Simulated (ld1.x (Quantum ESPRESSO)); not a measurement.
## dysprosium: TM pseudisation with LDA (PZ), scalar-relativistic reference atom.

The input file (ld1.x (Quantum ESPRESSO) 7.5):

```
&input
   title='Dy', zed=66., rel=1, dft='PZ', iswitch=3,
   config='[Xe] 4f10 5d1 6s1 6p0',
   nld=4, rlderiv=4.55, eminld=-2.0, emaxld=5.0, deld=0.02
 /
 &inputp
   pseudotype=2, tm=.true., lloc=2,
   nlcc=.false.,
   file_pseudopw='Dy.UPF', file_wfcaegen='ae.wfc', file_wfcncgen='nc.wfc', file_beta='beta', file_chi='chi'
 /
4
6S  1  0   1.00   0.00  3.50  3.50  0.0
6P  2  1   0.00   0.00  4.20  4.20  0.0
4F  4  3  10.00   0.00  0.75  0.75  0.0
5D  3  2   1.00   0.00  2.15  2.15  0.0
 &test
   configts(1)='4f10 5d1 6s1 6p0'
 /
```

Command:

```bash
ld1.x < Dy.in > Dy.out
```

Resulting log (shortened: banner, matrices, multipoles, cross overlaps and the repeated all-electron block are left out):

```
Program LD1 v.7.5
     --------------------------- All-electron run ----------------------------

     Dy
     scalar relativistic calculation

     atomic number is 66.00
     dft =PZ   lsd =0 sic =0 latt =0  beta=0.20 tr2=1.0E-14
     Exchange-correlation= PZ
                           (   1   1   0   0   0   0   0)
     mesh =1265 r(mesh) = 100.51885 a.u. xmin = -7.00 dx = 0.01250
     1 Ry =  13.60569312 eV, c = 137.03599908

     n l     nl                  e(Ry)          e(Ha)          e(eV)
     1 0     1S 1( 2.00)     -3940.4628     -1970.2314    -53612.7273
     2 0     2S 1( 2.00)      -656.2156      -328.1078     -8928.2681
     2 1     2P 1( 6.00)      -582.4788      -291.2394     -7925.0279
     3 0     3S 1( 2.00)      -145.9879       -72.9940     -1986.2666
     3 1     3P 1( 6.00)      -123.3539       -61.6769     -1678.3149
     4 0     4S 1( 2.00)       -28.7906       -14.3953      -391.7163
     4 1     4P 1( 6.00)       -21.3349       -10.6674      -290.2759
     3 2     3D 1(10.00)       -94.1926       -47.0963     -1281.5561
     5 0     5S 1( 2.00)        -3.5445        -1.7723       -48.2257
     5 1     5P 1( 6.00)        -1.8149        -0.9075       -24.6933
     4 2     4D 1(10.00)       -11.1819        -5.5909      -152.1370
     4 3     4F 1(10.00)        -0.1886        -0.0943        -2.5659
     5 2     5D 1( 1.00)        -0.0743        -0.0371        -1.0106
     6 0     6S 1( 1.00)        -0.2726        -0.1363        -3.7084
     6 1     6P 1( 0.00)        -0.0878        -0.0439        -1.1946

     final scf error:  4.2E-15 reached in  44 iterations

     Etot =  -24298.520663 Ry,  -12149.260332 Ha, -330598.215490 eV

     Ekin =   26210.952802 Ry,   13105.476401 Ha,  356618.180285 eV
     Encl =  -59484.745586 Ry,  -29742.372793 Ha, -809331.193936 eV
     Eh   =    9485.508560 Ry,    4742.754280 Ha,  129056.918582 eV
     Exc  =    -510.236440 Ry,    -255.118220 Ha,   -6942.120421 eV

     normalization and overlap integrals

     s(1S/1S) =  1.000000  <r> =   0.0211  <r2> =    0.0006  r(max) =   0.0134
     s(2S/2S) =  1.000000  <r> =   0.0898  <r2> =    0.0095  r(max) =   0.0760
     s(2P/2P) =  1.000000  <r> =   0.0795  <r2> =    0.0077  r(max) =   0.0614
     s(3S/3S) =  1.000000  <r> =   0.2348  <r2> =    0.0630  r(max) =   0.2145
     s(3P/3P) =  1.000000  <r> =   0.2336  <r2> =    0.0632  r(max) =   0.2118
     s(4S/4S) =  1.000000  <r> =   0.5302  <r2> =    0.3174  r(max) =   0.4955
     s(4P/4P) =  1.000000  <r> =   0.5619  <r2> =    0.3593  r(max) =   0.5145
     s(3D/3D) =  1.000000  <r> =   0.2122  <r2> =    0.0529  r(max) =   0.1734
     s(5S/5S) =  1.000000  <r> =   1.3017  <r2> =    1.9115  r(max) =   1.1593
     s(5P/5P) =  1.000000  <r> =   1.5541  <r2> =    2.7610  r(max) =   1.3302
     s(4D/4D) =  1.000000  <r> =   0.6099  <r2> =    0.4321  r(max) =   0.5341
     s(4F/4F) =  1.000001  <r> =   0.8864  <r2> =    1.1174  r(max) =   0.5408
     s(5D/5D) =  1.000000  <r> =   3.8095  <r2> =   19.1667  r(max) =   2.2208
     s(6S/6S) =  1.000000  <r> =   4.1595  <r2> =   19.8042  r(max) =   3.4396
     s(6P/6P) =  1.000000  <r> =   6.1504  <r2> =   43.8637  r(max) =   5.0045

     ------------------------ End of All-electron run ------------------------

     --------------------- Generating NC pseudopotential ---------------------

      Generating local pot.: lloc=2, matching radius rcloc =   2.1500

      Wfc   6S  rcut= 3.527  Using Troullier-Martins method

      Wfc   6P  rcut= 4.201  Using Troullier-Martins method

      Wfc   4F  rcut= 0.749  Using Troullier-Martins method

     ------------------- End of pseudopotential generation -------------------

     Computing logarithmic derivative in   4.55677
     Computing logarithmic derivative in   4.55677
     Computing the partial wave expansion
     R is outside the sphere for l=    0 j= 0.00
     R is outside the sphere for l=    1 j= 0.00
       no projector for channel:   2
     R is outside the sphere for l=    3 j= 0.00

     ---------------------- Testing the pseudopotential ----------------------

     Dy
     scalar relativistic calculation

     atomic number is 66.00   valence charge is 12.00
     dft =PZ   lsd =0 sic =0 latt =0  beta=0.20 tr2=1.0E-14
     mesh =1265 r(mesh) = 100.51885 xmin = -7.00 dx = 0.01250

     n l     nl             e AE (Ry)        e PS (Ry)    De AE-PS (Ry)
     4 3     4F   1(10.00)       -0.18859       -0.18803       -0.00056
     3 2     5D   1( 1.00)       -0.07428       -0.07428       -0.00000
     1 0     6S   1( 1.00)       -0.27256       -0.27256        0.00000
     2 1     6P   1( 0.00)       -0.08780       -0.08780       -0.00000

     eps = 2.8E-15  iter = 26

     Etot =  -24298.520663 Ry,  -12149.260332 Ha, -330598.215490 eV
     Etotps =  -117.407215 Ry,     -58.703608 Ha,   -1597.406543 eV

     Ekin =     391.126855 Ry,     195.563427 Ha,    5321.551959 eV
     Encl =    -283.055914 Ry,    -141.527957 Ha,   -3851.171904 eV
     Ehrt =     120.909000 Ry,      60.454500 Ha,    1645.050747 eV
     Ecxc =     -18.166013 Ry,      -9.083006 Ha,    -247.161193 eV
     Epseu=    -328.221143 Ry,    -164.110572 Ha,   -4465.676152 eV

     ---------------------- End of pseudopotential test ----------------------
```

A Bessel basis up to 400 Ry misses an occupied level by 0.03 Ry, so cutoffs were not judged. Note: ghost state, extra bound levels that the all-electron valence spectrum of the same l lacks: s at -26.5 eV (other channels not judged).

Generation and configuration tests took about 4.9 s on one core of a shared server CPU.

Transferability test of the new file with ld1.x, input:

```
&input
   title='Dy', zed=66., rel=1, dft='PZ', iswitch=2,
   config='[Xe] 4f10 5d1 6s1 6p0'
 /
 &test
   file_pseudo='Dy.UPF', nconf=10,
   configts(1)='4f10 5d1 6s1 6p0',
   configts(2)='4f10 5d0 6s2 6p0',
   configts(3)='4f10 5d0 6s1 6p0',
   configts(4)='4f10 5d0 6s0 6p0',
   configts(5)='4f11 5d0 6s0 6p0',
   configts(6)='4f9 5d0 6s2 6p0',
   configts(7)='4f8 5d0 6s0 6p0',
   configts(8)='4f10 5d0 6s0 6p1',
   configts(9)='4f10 5d1 6s1 6p0', lsdts(9)=1,
   configts(10)='4f10 5d0 6s2 6p0', lsdts(10)=1
 /
```

```bash
ld1.x < Dy.test.in > Dy.test.out
```

Pseudopotential blocks of its output, shortened (energy terms left out; the distinct warnings before each block abridged to one line each):

```
     ---------------------- Testing the pseudopotential ----------------------

     n l     nl             e AE (Ry)        e PS (Ry)    De AE-PS (Ry)
     4 3     4F   1(10.00)       -0.18859       -0.18803       -0.00056
     3 2     5D   1( 1.00)       -0.07428       -0.07428       -0.00000
     1 0     6S   1( 1.00)       -0.27256       -0.27256        0.00000
     2 1     6P   1( 0.00)       -0.08780       -0.08780       -0.00000

     eps = 6.8E-15  iter = 12

     Etot =  -24298.520670 Ry,  -12149.260335 Ha, -330598.215573 eV
     Etotps =  -117.407215 Ry,     -58.703607 Ha,   -1597.406536 eV

     ---------------------- End of pseudopotential test ----------------------

          BEWARE! Errors in PS-KS equations
     Warning: n=2, l=1 expected 0 nodes, found 1
     ---------------------- Testing the pseudopotential ----------------------

     n l     nl             e AE (Ry)        e PS (Ry)    De AE-PS (Ry)
     4 3     4F   1(10.00)       -0.24390       -0.25375        0.00985  !
     3 2     5D   1( 0.00)       -0.09828       -0.09762       -0.00066
     1 0     6S   1( 2.00)       -0.28669       -0.28683        0.00014
     2 1     6P   1( 0.00)       -0.08889       -0.11108        0.02219  !

     eps = 4.2E-15  iter = 15

     Etot =  -24298.714658 Ry,  -12149.357329 Ha, -330600.854915 eV
     Etotps =  -117.601711 Ry,     -58.800856 Ha,   -1600.052792 eV
     dEtot_ae =      -0.193988 Ry
     dEtot_ps =      -0.194496 Ry,   Delta E=       0.000508 Ry

     ---------------------- End of pseudopotential test ----------------------

          BEWARE! Errors in PS-KS equations
     ---------------------- Testing the pseudopotential ----------------------

     n l     nl             e AE (Ry)        e PS (Ry)    De AE-PS (Ry)
     4 3     4F   1(10.00)       -0.72273       -0.72977        0.00705  !
     3 2     5D   1( 0.00)       -0.52417       -0.51907       -0.00511  !
     1 0     6S   1( 1.00)       -0.67020       -0.66618       -0.00403
     2 1     6P   1( 0.00)       -0.40933       -0.40933        0.00000

     eps = 3.2E-15  iter = 10

     Etot =  -24298.240436 Ry,  -12149.120218 Ha, -330594.402804 eV
     Etotps =  -117.128635 Ry,     -58.564317 Ha,   -1593.616259 eV
     dEtot_ae =       0.280233 Ry
     dEtot_ps =       0.278580 Ry,   Delta E=       0.001653 Ry

     ---------------------- End of pseudopotential test ----------------------

          BEWARE! Errors in PS-KS equations
     Warning: n=1, l=0 expected 0 nodes, found 1
     ---------------------- Testing the pseudopotential ----------------------

     n l     nl             e AE (Ry)        e PS (Ry)    De AE-PS (Ry)
     4 3     4F   1(10.00)       -1.27762       -1.27155       -0.00607  !
     3 2     5D   1( 0.00)       -1.00963       -0.97923       -0.03041  !
     1 0     6S   1( 0.00)       -1.06745       -1.08201        0.01456  !
     2 1     6P   1( 0.00)       -0.73434       -0.73434        0.00000

     eps = 4.3E-15  iter = 13

     Etot =  -24297.367544 Ry,  -12148.683772 Ha, -330582.526503 eV
     Etotps =  -116.268971 Ry,     -58.134485 Ha,   -1581.919938 eV
     dEtot_ae =       1.153125 Ry
     dEtot_ps =       1.138244 Ry,   Delta E=       0.014881 Ry

     ---------------------- End of pseudopotential test ----------------------

          Warning: n=4, l=3 expected 0 nodes, found 1
     ---------------------- Testing the pseudopotential ----------------------

     n l     nl             e AE (Ry)        e PS (Ry)    De AE-PS (Ry)
     4 3     4F   1(11.00)       -0.28262       -0.24735       -0.03528  !
     3 2     5D   1( 0.00)       -0.36020       -0.36147        0.00127
     1 0     6S   1( 0.00)       -0.55583       -0.56207        0.00624  !
     2 1     6P   1( 0.00)       -0.32649       -0.32649        0.00000

     eps = 5.0E-16  iter = 40

     Etot =  -24298.114392 Ry,  -12149.057196 Ha, -330592.687880 eV
     Etotps =  -116.971558 Ry,     -58.485779 Ha,   -1591.479126 eV
     dEtot_ae =       0.406278 Ry
     dEtot_ps =       0.435657 Ry,   Delta E=      -0.029379 Ry

     ---------------------- End of pseudopotential test ----------------------

          BEWARE! Errors in PS-KS equations
     Warning: n=3, l=2 expected 0 nodes, found 1
     ---------------------- Testing the pseudopotential ----------------------

     n l     nl             e AE (Ry)        e PS (Ry)    De AE-PS (Ry)
     4 3     4F   1( 9.00)       -1.33813       -1.88422        0.54609  !
     3 2     5D   1( 0.00)       -0.73320       -0.73320        0.00000
     1 0     6S   1( 2.00)       -0.78427       -0.78427        0.00000
     2 1     6P   1( 0.00)       -0.48157       -0.48157        0.00000

     eps = 3.7E-23  iter =  6

     Etot =  -24297.945689 Ry,  -12148.972844 Ha, -330590.392560 eV
     Etotps =   -18.526498 Ry,      -9.263249 Ha,    -252.065849 eV
     dEtot_ae =       0.574981 Ry
     dEtot_ps =      98.880717 Ry,   Delta E=     -98.305736 Ry

     ---------------------- End of pseudopotential test ----------------------

          BEWARE! Errors in PS-KS equations
     ---------------------- Testing the pseudopotential ----------------------

     n l     nl             e AE (Ry)        e PS (Ry)    De AE-PS (Ry)
     4 3     4F   1( 8.00)       -4.07066       -4.62356        0.55290  !
     3 2     5D   1( 0.00)       -2.79442       -2.85358        0.05916  !
     1 0     6S   1( 0.00)       -2.40780       -2.40780        0.00000
     2 1     6P   1( 0.00)       -1.89317       -1.89317        0.00000

     eps = 5.1E-15  iter =  7

     Etot =  -24292.146882 Ry,  -12146.073441 Ha, -330511.495780 eV
     Etotps =  -110.581176 Ry,     -55.290588 Ha,   -1504.533545 eV
     dEtot_ae =       6.373787 Ry
     dEtot_ps =       6.826039 Ry,   Delta E=      -0.452252 Ry

     ---------------------- End of pseudopotential test ----------------------

          BEWARE! Errors in PS-KS equations
     ---------------------- Testing the pseudopotential ----------------------

     n l     nl             e AE (Ry)        e PS (Ry)    De AE-PS (Ry)
     4 3     4F   1(10.00)       -0.82155       -1.27155        0.45000  !
     3 2     5D   1( 0.00)       -0.59950       -0.77935        0.17985  !
     1 0     6S   1( 0.00)       -0.72610       -0.72610        0.00000
     2 1     6P   1( 1.00)       -0.46047       -0.46047        0.00000

     eps = 8.8E-16  iter = 31

     Etot =  -24297.977879 Ry,  -12148.988940 Ha, -330590.830537 eV
     Etotps =  -116.729439 Ry,     -58.364719 Ha,   -1588.184920 eV
     dEtot_ae =       0.542790 Ry
     dEtot_ps =       0.677776 Ry,   Delta E=      -0.134986 Ry

     ---------------------- End of pseudopotential test ----------------------

          BEWARE! Errors in PS-KS equations
     ---------------------- Testing the pseudopotential ----------------------

     n l     nl             e AE (Ry)        e PS (Ry)    De AE-PS (Ry)
     4 3     4F   1( 7.00)       -0.25651       -0.00201       -0.25449  !
     3 2     5D   1( 1.00)       -0.09194       -0.00000       -0.09194  !
     1 0     6S   1( 1.00)       -0.29295       -0.01825       -0.27471  !
     2 1     6P   1( 0.00)       -0.09927       -0.09927        0.00000
     4 3     4F   2( 3.00)       -0.05058       -0.00000       -0.05058  !
     3 2     5D   2( 0.00)       -0.01909       -0.00573       -0.01336  !
     1 0     6S   2( 0.00)       -0.21217       -0.21217        0.00000
     2 1     6P   2( 0.00)       -0.04804       -0.04804        0.00000

     eps = 6.6E-15  iter = 62

     Etot =  -24298.762451 Ry,  -12149.381225 Ha, -330601.505170 eV
     Etotps =    -0.232209 Ry,      -0.116104 Ha,      -3.159363 eV
     dEtot_ae =      -0.241781 Ry
     dEtot_ps =     117.175006 Ry,   Delta E=    -117.416787 Ry

     ---------------------- End of pseudopotential test ----------------------

          BEWARE! Errors in PS-KS equations
     ---------------------- Testing the pseudopotential ----------------------

     n l     nl             e AE (Ry)        e PS (Ry)    De AE-PS (Ry)
     4 3     4F   1( 7.00)       -0.32923       -0.54579        0.21656  !
     3 2     5D   1( 0.00)       -0.10766       -0.12621        0.01855  !
     1 0     6S   1( 1.00)       -0.29081       -0.29452        0.00371
     2 1     6P   1( 0.00)       -0.09049       -0.09049        0.00000
     4 3     4F   2( 3.00)       -0.12919       -0.00000       -0.12919  !
     3 2     5D   2( 0.00)       -0.08884       -0.09590        0.00706  !
     1 0     6S   2( 1.00)       -0.28255       -0.29337        0.01082  !
     2 1     6P   2( 0.00)       -0.08750       -0.09430        0.00680  !

     eps = 8.6E-15  iter = 28

     Etot =  -24298.915172 Ry,  -12149.457586 Ha, -330603.583056 eV
     Etotps =  -118.174360 Ry,     -59.087180 Ha,   -1607.844076 eV
     dEtot_ae =      -0.394503 Ry
     dEtot_ps =      -0.767145 Ry,   Delta E=       0.372642 Ry

     ---------------------- End of pseudopotential test ----------------------
```
